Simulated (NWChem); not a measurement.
System: SnSiH₄O, singlet; SMILES [SiH3][Sn][OH]

The following NWChem deck was run.

```
start job
memory heap 200 mb stack 900 mb global 1100 mb
geometry units angstroms noautosym
  Sn     0.353985     0.595913    -0.004178
  O     -1.598173     1.051519     0.027404
  H     -2.201904     0.299309     0.076728
  Si    -0.156364    -2.054798     0.006279
  H      1.037314    -2.949994     0.338905
  H     -0.670095    -2.460172    -1.388283
  H     -1.289460    -2.377081     0.998235
end
basis spherical
  * library def2-svp
end
ecp
  Sn library def2-ecp
end
dft
  xc pbe0
  grid fine
  iterations 150
end
driver
  maxiter 120
  tight
end
task dft optimize
dft
  grid fine
  convergence energy 1d-8 density 1d-7
end
task dft freq numerical
```

NWChem printed, in part:

```
             Northwest Computational Chemistry Package (NWChem) 7.3.0
             --------------------------------------------------------

                             Geometry "geometry" -> ""
                             -------------------------

 Output coordinates in angstroms (scale by  1.889725989 to convert to a.u.)

  No.       Tag          Charge          X              Y              Z
 ---- ---------------- ---------- -------------- -------------- --------------
    1 Sn                  50.0000     0.35923993     0.57021968    -0.00580725
    2 O                    8.0000    -1.59291807     1.02582568     0.02577475
    3 H                    1.0000    -2.19664907     0.27361568     0.07509875
    4 Si                  14.0000    -0.15110907    -2.08049132     0.00464975
    5 H                    1.0000     1.04256893    -2.97568732     0.33727575
    6 H                    1.0000    -0.66484007    -2.48586532    -1.38991225
    7 H                    1.0000    -1.28420507    -2.40277432     0.99660575

 Effective nuclear repulsion energy (a.u.)     318.1558729255

                                Z-matrix (autoz)
                                --------

 Units are Angstrom for bonds and degrees for angles

[...]

      ----------------------
      Optimization converged
      ----------------------

  Step       Energy      Delta E   Gmax     Grms     Xrms     Xmax
  ---- ---------------- -------- -------- -------- -------- --------
@   82    -581.06759228  1.2D-09  0.00000  0.00000  0.00003  0.00006
                                     ok       ok       ok       ok

                                Z-matrix (autoz)
                                --------

 Units are Angstrom for bonds and degrees for angles

[...]

 Rotational Constants
 --------------------
 A=   0.254884 cm-1  (  0.366713 K)
 B=   0.084563 cm-1  (  0.121664 K)
 C=   0.064920 cm-1  (  0.093403 K)

 Temperature                      =   298.15K
 frequency scaling parameter      =   1.0000

 Zero-Point correction to Energy  =   23.046 kcal/mol  (  0.036726 au)
 Thermal correction to Energy     =   26.953 kcal/mol  (  0.042953 au)
 Thermal correction to Enthalpy   =   27.545 kcal/mol  (  0.043896 au)

 Total Entropy                    =   82.279 cal/mol-K
   - Translational                =   41.209 cal/mol-K (mol. weight = 165.9049)
   - Rotational                   =   26.535 cal/mol-K (symmetry #  =        1)
   - Vibrational                  =   14.535 cal/mol-K

 Cv (constant volume heat capacity) =   19.260 cal/mol-K
   - Translational                  =    2.979 cal/mol-K
   - Rotational                     =    2.979 cal/mol-K
   - Vibrational                    =   13.301 cal/mol-K

[normal modes left out]

 ----------------------------------------------------------------------------
 Normal Eigenvalue ||           Projected Infra Red Intensities
  Mode   [cm**-1]  || [atomic units] [(debye/angs)**2] [(KM/mol)] [arbitrary]
 ------ ---------- || -------------- ----------------- ---------- -----------
    1       -0.000 ||    0.000332           0.008         0.324       0.064
    2       -0.000 ||    0.000020           0.000         0.019       0.004
    3        0.000 ||    0.000075           0.002         0.073       0.014
    4        0.000 ||    0.000004           0.000         0.003       0.001
    5        0.000 ||    0.000131           0.003         0.128       0.025
    6        0.000 ||    0.000118           0.003         0.115       0.023
    7       32.823 ||    0.000046           0.001         0.045       0.009
    8      115.396 ||    0.009752           0.225         9.507       1.880
    9      259.752 ||    0.022183           0.512        21.625       4.277
   10      323.872 ||    0.043372           1.001        42.281       8.363
   11      407.863 ||    0.007131           0.165         6.952       1.375
   12      477.282 ||    0.098438           2.271        95.962      18.981
   13      602.023 ||    0.090975           2.099        88.687      17.542
   14      766.716 ||    0.115079           2.655       112.185      22.190
   15      841.259 ||    0.272251           6.281       265.404      52.497
   16      927.175 ||    0.026118           0.603        25.462       5.036
   17      931.188 ||    0.034267           0.791        33.405       6.608
   18     2173.666 ||    0.093370           2.154        91.022      18.004
   19     2184.414 ||    0.109953           2.537       107.188      21.202
   20     2202.965 ||    0.111022           2.561       108.229      21.408
   21     3882.308 ||    0.054424           1.256        53.055      10.494
 ----------------------------------------------------------------------------
```

Level: PBE0/def2-SVP with def2 effective core potentials on Sn. Low-valent species are run as closed-shell singlets; no triplet was tried in these runs. def2 effective core potentials on Sn; no spin-orbit coupling.
